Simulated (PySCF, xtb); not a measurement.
Si(H)2(OH)(SMe) (CH6OSSi), SMILES CS[SiH2]O.

GFN2-xTB in xtb at its own geometry gives an orbital gap of 4.27 eV and a dipole moment of 1.46 D.

Geometry optimised at PBE0-D3(BJ)/def2-SVP. The values are those of a single conformer.

What does PBE/def2-TZVP run with PySCF give? (An estimate is asked for; the answer gives what the named calculation found.)

gap 5.01 eV (levels -5.85 and -0.85 eV), dipole 2.59 D.
